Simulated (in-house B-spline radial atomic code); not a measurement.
Ionising neutral neodymium with different functionals

Computed with a radial B-spline atomic code at the basis-set limit: four-component Dirac-Coulomb Hamiltonian, Fermi nucleus of rms radius 4.9123 fm, spin-restricted, spherical fractional occupations for the functionals. The ionisation energy is the difference of two self-consistent energies, [Xe] 4f4 6s2 → [Xe] 4f4 6s1, without Breit or QED terms; ε is the level of the shell that loses the electron (mean over j).

Hybrids are left out here: with spherical fractional occupations of an open shell their exact exchange keeps a self-interaction that integer-occupation calculations don't have.

| method | rung | ΔSCF (eV) | -ε(6s) (eV) |
| --- | --- | --- | --- |
| LDA VWN5 | LDA | 5.99 | 3.63 |
| relativistic LDA | LDA | 5.98 | 3.62 |
| LDA PW92 | LDA | 5.99 | 3.63 |
| LDA exchange-only | LDA | 5.16 | 2.85 |
| PBE | GGA | 5.80 | 3.50 |
| PBEsol | GGA | 5.82 | 3.52 |
| BLYP | GGA | 5.73 | 3.36 |
| RPBE | GGA | 5.70 | 3.45 |
| PW91 | GGA | 5.83 | 3.54 |
| BP86 | GGA | 5.97 | 3.64 |
| AM05 | GGA | 5.75 | 3.45 |
| OLYP | GGA | 5.43 | 3.18 |

Problem. How do they compare with the NIST value?

Solution. NIST lists 5.525 eV (measured, ground level to ground level). Errors run from -0.36 to +0.47 eV; OLYP is closest (-0.09 eV), but part of that can be cancellation, since the calculations leave out Breit-QED terms, spin polarisation, the choice among j levels, multiplet and fine-structure energies.
